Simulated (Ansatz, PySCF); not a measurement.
Species: sum formula H3SiO3, net charge 0, doublet state. It need not be the lowest isomer of its formula. 
Geometry from a B3LYP-D3(BJ)/def2-TZVP (Ansatz, a program for electronic structure) optimisation:
SMILES: O[Si](O)O
```xyz
7

Si     0.2956     0.1430    -0.1661
O     -0.1234    -1.2927    -0.8566
O     -0.9908     1.1652    -0.2838
O      0.5966    -0.1230     1.4314
H     -0.3795    -1.2841    -1.7836
H     -0.9111     2.0318     0.1254
H      1.2937    -0.7462     1.6564
```
Charge 0, spin multiplicity 2.

Dipole moments at this geometry, in debye (magnitudes).

```csv
level,program,dipole (D)
HF/def2-TZVPD,PySCF,___
PBE/def2-TZVPD,Ansatz,1.15
PBE0/def2-TZVPD,Ansatz,1.31
BHLYP/def2-TZVPD,Ansatz,1.54
r2SCANh/def2-TZVPD,Ansatz,1.28
r2SCAN0/def2-TZVPD,Ansatz,1.37
M06-2X/def2-TZVPD,PySCF,1.57
HSE06/def2-TZVPD,Ansatz,1.31
CCSD(T)/aug-cc-pV(D+d)Z,Ansatz,___
```

Question: Complete the blanks.

Answer: 
- HF/def2-TZVPD, dipole (D): 1.72
- CCSD(T)/aug-cc-pV(D+d)Z, dipole (D): 1.37
